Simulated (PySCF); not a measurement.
**Broadened absorption spectrum of C6H7FO2**

Compound: C6H7FO2.
Z-matrix (Å and degrees, GFN2-xTB geometry), rows numbered from 1:
```
C 
C   1  1.3183
C   2  1.5042  1  124.28
F   3  1.3735  2  111.28  1    -5.76
C   3  1.5185  2  110.02  1   116.04
C   5  1.3214  3  124.00  2  -103.03
O   5  1.3920  3  108.65  2    76.32
C   7  1.3273  5  124.02  3  -172.40
O   8  1.1922  7  128.96  5    -0.12
H   1  1.0757  2  121.59  3  -179.68
H   1  1.0767  2  121.51  3     0.99
H   2  1.0804  1  122.33  3   179.16
H   3  1.1001  2  110.10  1  -123.72
H   6  1.0750  5  119.13  3    -0.98
H   6  1.0733  5  122.84  3   179.61
H   8  1.1051  7  106.99  5   179.72
```

Computed, not measured: TDDFT wB97X-D/def2-SVPD, vertical, gas phase, core orbitals frozen in the response (PySCF).

Computed states:

| state | E (eV) | f |
| --- | --- | --- |
| S1 | 5.67 | 0.0034 |
| S2 | 6.35 | 0.112 |
| S3 | 7.06 | 0.224 |
| S4 | 7.26 | 0.023 |
| S5 | 7.70 | 0.056 |
| S6 | 7.83 | 0.201 |
| S7 | 8.00 | 0.066 |
| S8 | 8.11 | 0.161 |

Each state is given a Gaussian of 0.3 eV full width at half maximum, with ε(max) = 2.175×10⁸ f / Δν̃ (Δν̃ the width in cm⁻¹). The width is an assumption, not a result. The curve ends short of the highest state used, and states not computed would add to its high-energy end.

Question: What does the envelope look like, and where are its maxima?

Answer: 
```csv
λ (nm),ε (L mol⁻¹ cm⁻¹)
165.1,2764
167.2,1946
169.2,4214
171.3,9852
173.4,17275
175.4,20722
177.5,16882
179.6,9233
181.6,3663
183.7,1053
185.8,605
187.8,1492
189.9,3832
192.0,7139
194.0,9616
196.1,9826
198.2,7589
200.2,4648
202.3,2184
204.4,816
206.4,269
208.5,94
210.6,86
212.6,141
214.7,221
216.8,286
218.8,306
220.9,276
223.0,209
225.0,138
227.1,77
229.2,37
231.2,16
233.3,6
235.4,2
237.4,1
```

Maxima: 219 nm (5.67 eV), ε about 310, made up of S1 (100%); 195 nm (6.35 eV), ε about 10000, made up of S2 (100%); 175 nm (7.07 eV), ε about 21000, made up of S3 (97%) (ε in L mol⁻¹ cm⁻¹; maxima over ε = 5, shares over 10%). At its high-energy end, 7.51 eV, the curve is still rising (ε about 2800, from S4, S5 and S6).

Question: On this curve, what absorbance would a 10⁻³ mol/L sample give at 222 nm over a 1 cm path?

Answer: 222 nm is 5.585 eV, where ε is about 240 L mol⁻¹ cm⁻¹, so A = ε c l ≈ 0.24 (Beer–Lambert, with the gas-phase spectrum and the assumed width).

Question: Coming from long wavelengths, where does ε first pass 100 L mol⁻¹ cm⁻¹?

Answer: At about 226 nm (5.48 eV), 0.19 eV below S1.

Question: What would ε be at 7.07 eV, the highest of these maxima, with half the width (0.15 eV)?

Answer: About 40000 L mol⁻¹ cm⁻¹ against 20700, a factor of about 1.9; a lone state at its own centre would give exactly 2.

One conformer stands for the species.
